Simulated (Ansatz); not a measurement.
`CS[CH2][ZnH]` + `O[SiH3]` → `[SiH3]O[CH2][ZnH]` + CH₃SH  (substitution at a C–S bond)

Gas-phase electronic energies from Ansatz, PBE0-D4/def2-TZVP geometries. CBS: MP2 limit from def2 TZ/QZ plus the TZ coupled-cluster correction, frozen cores. This one scheme is used for every species. DFT in def2-TZVPP. B3LYP here is the variant with VWN-RPA as its local correlation; programs differ in this. For Zn outer-core shells are correlated without core-valence functions, which leaves a few kJ/mol of doubt a bond. Scalar relativity is left out up to krypton. Each species was taken in one conformer, which may not be the lowest.

`CS[CH2][ZnH]`:

Cartesian coordinates in Å:
```
C -0.579 -0.008 -1.460
S -0.163 1.364 -0.380
C -0.134 0.518 1.219
Zn 1.353 -0.752 1.204
H -1.551 -0.432 -1.200
H -0.629 0.383 -2.477
H 0.179 -0.797 -1.432
H 0.072 1.300 1.956
H -1.122 0.113 1.451
H 2.573 -1.690 1.120
```

`O[SiH3]`:

```xyz
6

O    -0.388   -1.214   -0.132
Si   -0.051    0.392    0.018
H     0.341   -1.832   -0.072
H     0.558    0.704    1.341
H    -1.348    1.093   -0.116
H     0.888    0.858   -1.039
```

`[SiH3]O[CH2][ZnH]`:

```xyz
10

Si   -0.155    0.226    1.760
O     0.254    0.531    0.197
C    -0.098   -0.413   -0.825
Zn    0.569    0.299   -2.533
H     0.339    1.369    2.565
H     0.466   -1.044    2.232
H    -1.633    0.094    1.904
H    -1.188   -0.556   -0.847
H     0.340   -1.395   -0.601
H     1.107    0.888   -3.852
```

CH₃SH:

Cartesian coordinates in Å:
```
C -0.387 0.294 -0.074
S 0.914 -0.488 0.905
H 0.028 0.912 -0.869
H -0.939 0.935 0.613
H -1.074 -0.444 -0.488
H 1.458 -1.209 -0.087
```

CCSD(T)/CBS gives +70.1 kJ/mol.

Problem. Another level gave +64.0 kJ/mol. Which?
A. BLYP/def2-TZVPP
B. LDA (SPW92)/def2-TZVPP
C. CCSD(T)/def2-TZVPP
D. B3LYP-D4/def2-TZVPP

Solution. C. CCSD(T)/def2-TZVPP 64.0, B3LYP-D4 59.7, BLYP 53.9, LDA (SPW92) 68.1 kJ/mol.

Largest T1 diagnostic among the species: 0.014.

The D4 term adds +3.5 kJ/mol with B3LYP and +1.7 kJ/mol with PBE0; it sums over pairs of atoms, weighted by their polarisabilities, and B3LYP, whose exchange is more repulsive, gets the larger term. In def2-TZVPP, CCSD(T) changes the Hartree–Fock value by +12.7 kJ/mol (the triples alone add +2.7 kJ/mol) and MP2 by +22.7 kJ/mol. At CCSD(T), def2-SVP lies −23.8 kJ/mol from the extrapolated value and def2-TZVPP −6.1 kJ/mol.
